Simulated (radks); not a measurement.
Q: The rhodium ion Rh4+, [Kr] 4d5. Calculated with a radial shooting solver on a logarithmic mesh with Libxc functionals: non-relativistic Kohn-Sham, LDA (Slater exchange, Perdew-Wang correlation), spin-polarised, spherical densities, point nucleus. Every spin shell is full or empty, so the densities are truly spherical. Functionals are evaluated on that one density, not self-consistently. Rank these orbital-free kinetic functionals by their error against the exact value of the orbitals, and give that value: Thomas-Fermi, TF + vW/9, TF + vW/5, LC94, APBEK, revAPBEK, Perdew 92, Pearson, LKT, PG1, DePristo-Kress, Ernzerhof.

A: Exact: 4676.62 hartree. From best to worst, with 100 (|E| - |E exact|)/|E exact| (equal figures are ties): DePristo-Kress -0.07, LC94 +0.08, APBEK +0.14, revAPBEK +0.32, Ernzerhof -0.37, Perdew 92 -0.67, TF + vW/9 -0.67, Pearson -0.95, TF + vW/5 +3.15, Thomas-Fermi -5.46, PG1 +15.75, LKT +20.01.
